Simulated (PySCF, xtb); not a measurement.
C₆O₆W, SMILES [O+]#[C-]->[W](<-[C-]#[O+])(<-[C-]#[O+])(<-[C-]#[O+])(<-[C-]#[O+])<-[C-]#[O+], multiplicity 1.

GFN2-xTB in xtb at its own geometry gives an orbital gap of 2.79 eV and a dipole moment of 0.00 D.

Geometry optimised at B3LYP-D3(BJ)/def2-SVP. The spin state was assumed, not searched. The isomer is the one that the SMILES or the coordinates give; other isomers of the formula were not compared. The def2 effective core potentials stand for the cores of W; spin–orbit coupling is left out.

Task: What does M06-2X/def2-SVP (PySCF) give? (Estimate from the structure and the level; the computed values follow.)

Result: gap 6.94 eV (levels -7.89 and -0.95 eV), dipole 0.00 D.
